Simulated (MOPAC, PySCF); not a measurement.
C₃H₉B, SMILES `CB(C)C`, neutral singlet in the gas phase. 

Cartesian coordinates (Å):
SMILES: CB(C)C
```xyz
13

C     -1.3447    -0.7664     0.2240
B      0.0077    -0.0007     0.0165
C     -0.0037     1.5588    -0.1548
C      1.3583    -0.7948    -0.0473
H     -2.2404    -0.2054    -0.0526
H     -1.4204    -0.9732     1.3023
H     -1.3641    -1.7469    -0.2606
H      0.9714     2.0446    -0.0811
H     -0.4071     1.7782    -1.1537
H     -0.6979     2.0415     0.5412
H      1.6730    -0.8074    -1.1015
H      1.2981    -1.8353     0.2794
H      2.1699    -0.2929     0.4880
```
Charge 0, multiplicity 1.

All levels are single points at this geometry (PBE0-D3(BJ)/def2-TZVP); Pople sets use spherical d functions. Orbital energies aren't observables, and empty levels follow the basis.

HF/STO-3G in PySCF gives gap (eV) = 18.22.

Estimate the gap (eV) from each of these levels: TPSSh-D3(BJ)/def2-TZVP in PySCF; B3LYP/6-31G* in PySCF; HF/3-21G in PySCF; HF/6-31G* in PySCF; PM7 in MOPAC.


```json
[
 {"level": "TPSSh-D3(BJ)/def2-TZVP in PySCF", "gap (eV)": "7.19"},
 {"level": "B3LYP/6-31G* in PySCF", "gap (eV)": "8.04"},
 {"level": "HF/3-21G in PySCF", "gap (eV)": "15.86"},
 {"level": "HF/6-31G* in PySCF", "gap (eV)": "15.96"},
 {"level": "PM7 in MOPAC", "gap (eV)": "10.71"}
]
```
